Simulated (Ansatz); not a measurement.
Basis-set extrapolation for `c1ccc2nccnc2c1` (PBE0-D4/def2-TZVP geometry, frozen core, the Gaussian-basis code of Ansatz). Multiplicity 1, RHF reference.

|  | def2-TZVPP | def2-QZVPP |
| --- | --- | --- |
| HF | -415.483835 | -415.500758 |
| MP2 correlation | -1.629607 | -1.735341 |
| CCSD(T) correlation | -1.735187 | not run |

Energies in hartree. Use E(X) = E(∞) + A·exp(−7.88·√X) for Hartree–Fock and E(X) = E(∞) + B·X^(−2.97) for correlation, with X = 3 and 4, and add CCSD(T) minus MP2 of the smaller set to the MP2 limit.

What is the CCSD(T) energy at the basis-set limit?

HF limit: -415.500758 + (-0.016923) × 0.13774 = -415.50309. MP2 limit: -1.735341 + (-0.105734) × 0.74074 = -1.81366. Higher-order term: -1.735187 − (-1.629607) = -0.10558. Total: -417.42233 hartree, 533.8 kJ/mol below CCSD(T)/def2-TZVPP.
